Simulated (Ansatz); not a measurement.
# A saddle search, step by step

SiHSF3, closed shell, PBE-D4/def2-SVP (Ansatz 0.2.0). Settings; a guess of the unstable mode was typed too, and convergence needs a confirmed negative curvature besides the force tolerance:

```yaml
hamiltonian: {xc: pbe, dispersion: d4}
saddle:
  f_tol: 0.05
  max_steps: 40
```

Start:

```tsv
atom	x (Å)	y (Å)	z (Å)
Si1	-0.0692	-0.4186	0.3286
F2	0.1098	-1.8186	-0.5147
S3	0.4485	0.6789	-1.5405
H4	0.1916	1.8228	-0.9876
F5	-0.5475	-1.2612	1.5368
F6	-0.3004	0.9302	1.1040
```

| step | energy less the last (meV) | largest force component (eV/Å) |
| --- | --- | --- |
| 1 | 417.9 | 4.956 |
| 2 | 79.9 | 2.250 |
| 3 | 8.8 | 0.354 |
| 4 | 7.1 | 0.284 |
| 5 | 2.2 | 0.157 |
| 6 | 0.4 | 0.057 |
| 7 | 0.0 | 0.015 |
| 8 | 0.0 | 0.003 |

Step 2, positions (Å) and forces (eV/Å):

| atom | x | y | z | Fx | Fy | Fz |
| --- | --- | --- | --- | --- | --- | --- |
| Si1 | -0.092 | -0.439 | 0.310 | 0.389 | 0.132 | -2.250 |
| F2 | 0.152 | -1.817 | -0.572 | 0.072 | -0.037 | 0.380 |
| S3 | 0.434 | 0.650 | -1.530 | -0.125 | -1.030 | 0.308 |
| H4 | 0.195 | 1.843 | -0.984 | -0.054 | 0.766 | 0.246 |
| F5 | -0.577 | -1.267 | 1.600 | -0.258 | -0.625 | 0.654 |
| F6 | -0.280 | 0.964 | 1.103 | -0.024 | 0.794 | 0.662 |

Step 4, positions (Å) and forces (eV/Å):

```
atom       x       y       z      Fx      Fy      Fz
 Si1  -0.115  -0.433   0.270   0.033   0.164   0.198
  F2   0.135  -1.832  -0.570  -0.020   0.022   0.099
  S3   0.430   0.629  -1.520  -0.135   0.038   0.220
  H4   0.243   1.883  -1.003   0.039  -0.137  -0.023
  F5  -0.523  -1.282   1.620   0.037  -0.053  -0.284
  F6  -0.336   0.969   1.130   0.046  -0.033  -0.211
```

Step 7, positions (Å) and forces (eV/Å):

| atom | x | y | z | Fx | Fy | Fz |
| --- | --- | --- | --- | --- | --- | --- |
| Si1 | -0.111 | -0.427 | 0.272 | -0.003 | 0.004 | -0.005 |
| F2 | 0.123 | -1.829 | -0.566 | -0.001 | -0.010 | -0.009 |
| S3 | 0.422 | 0.625 | -1.511 | -0.004 | 0.002 | -0.004 |
| H4 | 0.257 | 1.874 | -0.989 | 0.012 | -0.005 | 0.007 |
| F5 | -0.502 | -1.288 | 1.611 | 0.011 | 0.008 | 0.007 |
| F6 | -0.355 | 0.979 | 1.109 | -0.015 | 0.002 | 0.004 |

Last step (8):

| atom | x (Å) | y (Å) | z (Å) |
| --- | --- | --- | --- |
| Si1 | -0.1119 | -0.4271 | 0.2714 |
| F2 | 0.1291 | -1.8298 | -0.5649 |
| S3 | 0.4132 | 0.6255 | -1.5143 |
| H4 | 0.2616 | 1.8727 | -0.9854 |
| F5 | -0.5059 | -1.2864 | 1.6104 |
| F6 | -0.3535 | 0.9788 | 1.1094 |

The run took about 25 s on 4 CPU threads of an Arm Neoverse V1 (shared host).
